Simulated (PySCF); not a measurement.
Computed shifts of a molecule C4H9AlO, HF/pcSseg-1 in PySCF, GIAO, gas phase, equivalent atoms averaged, in ppm (number of nuclei): ¹³C: 154.3 (1), 114.9 (1), 15.8 (1), -12.7 (1). ¹H: 7.04 (1), 5.31 (1), 5.14 (1), 1.71 (1), 1.60 (1), 1.59 (1), -0.20 (3). References: ¹³C against TMS (σ = 192.6 ppm); ¹H against TMS (σ = 31.99 ppm); ¹⁷O against H2O (σ = 333.0 ppm), references at their B3LYP-D3(BJ)/def2-TZVP geometries, non-relativistic. Geometry: PBE0-D3(BJ)/def2-SVP. Other conformers were not sampled.

Question: Pick the molecule that these values belong to.
(A) C=C[CH2][Al]([CH3])[OH]
(B) C=[CH][AlH][O]CC
(C) C=[CH][Al]([OH])[CH2]C
(D) C=[CH][Al]([CH3])[O]C

Answer: A, C=C[CH2][Al]([CH3])[OH]
